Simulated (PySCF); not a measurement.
**`NC(=O)C#C/C=C/NC=O`, C$_{6}$H$_{6}$N$_{2}$O$_{2}$**

Molfile (atoms numbered from 1):
```
C6H6N2O2
     RDKit          3D

 16 15  0  0  0  0  0  0  0  0999 V2000
   -3.9019   -0.1966    0.0446 N   0  0  0  0  0  0  0  0  0  0  0  0
   -3.2493   -0.5204   -1.1025 C   0  0  0  0  0  0  0  0  0  0  0  0
   -3.8144   -0.8144   -2.1326 O   0  0  0  0  0  0  0  0  0  0  0  0
   -1.8150   -0.4767   -0.9644 C   0  0  0  0  0  0  0  0  0  0  0  0
   -0.6077   -0.4635   -0.9238 C   0  0  0  0  0  0  0  0  0  0  0  0
    0.7922   -0.4427   -0.8607 C   0  0  0  0  0  0  0  0  0  0  0  0
    1.4524   -0.1232    0.2593 C   0  0  0  0  0  0  0  0  0  0  0  0
    2.8285   -0.0928    0.3578 N   0  0  0  0  0  0  0  0  0  0  0  0
    3.4785    0.2330    1.5106 C   0  0  0  0  0  0  0  0  0  0  0  0
    2.9424    0.5231    2.5458 O   0  0  0  0  0  0  0  0  0  0  0  0
   -3.4095    0.0437    0.8859 H   0  0  0  0  0  0  0  0  0  0  0  0
   -4.9080   -0.1995    0.0462 H   0  0  0  0  0  0  0  0  0  0  0  0
    1.3191   -0.7002   -1.7711 H   0  0  0  0  0  0  0  0  0  0  0  0
    0.9467    0.1367    1.1780 H   0  0  0  0  0  0  0  0  0  0  0  0
    3.3632   -0.3256   -0.4679 H   0  0  0  0  0  0  0  0  0  0  0  0
    4.5752    0.1995    1.3837 H   0  0  0  0  0  0  0  0  0  0  0  0
  1  2  1  0
  2  3  2  0
  2  4  1  0
  4  5  3  0
  5  6  1  0
  6  7  2  0
  7  8  1  0
  8  9  1  0
  9 10  2  0
  1 11  1  0
  1 12  1  0
  6 13  1  0
  7 14  1  0
  8 15  1  0
  9 16  1  0
M  END
```

Theory: GIAO KT3/pcSseg-1 magnetisability, rotational g tensor and spin-rotation constants, non-relativistic, gas phase in PySCF. Geometry: GFN2-xTB.

Problem. What are the magnetisability and the molar susceptibility?

Solution. Isotropic -1139 × 10⁻³⁰ J/T², or -68.6 × 10⁻⁶ cm³/mol; principal values -1300, -1136, -982 × 10⁻³⁰ J/T², anisotropy 276 × 10⁻³⁰ J/T² (root of half the summed squared differences of the principal values). The susceptibility is in cgs units.

Problem. Split it along the inertial axes a, b, c into diamagnetic and paramagnetic parts about the centre of mass, with the quadrupole moment.

Solution. 
| axis | χ (10⁻⁶ cm³/mol) | diamagnetic (10⁻⁶ cm³/mol) | paramagnetic (10⁻⁶ cm³/mol) | summed x² of all electrons (Å²) | quadrupole Θ (D Å) |
| --- | --- | --- | --- | --- | --- |
| a | -68.3 | -373.8 | 305.5 | 682.8 | -8.64 |
| b | -59.2 | -2948.9 | 2889.7 | 75.8 | +10.28 |
| c | -78.3 | -3218.5 | 3140.2 | 12.3 | -1.65 |

Anisotropies 2χaa − χbb − χcc = +1.0 and 2χbb − χaa − χcc = +28.1 × 10⁻⁶ cm³/mol. Θ is traceless in Buckingham's convention.

Problem. And the rotational g tensor?

Solution. 
```csv
axis,rotational constant (GHz),g,nuclear part,electronic part
a,4.4408,-0.0605,0.5770,-0.6374
b,0.3960,-0.0091,0.5284,-0.5375
c,0.3635,-0.0039,0.5324,-0.5363
```
Asymmetric top; isotopes 12C, 1H, 14N, 16O; no vibrational averaging.
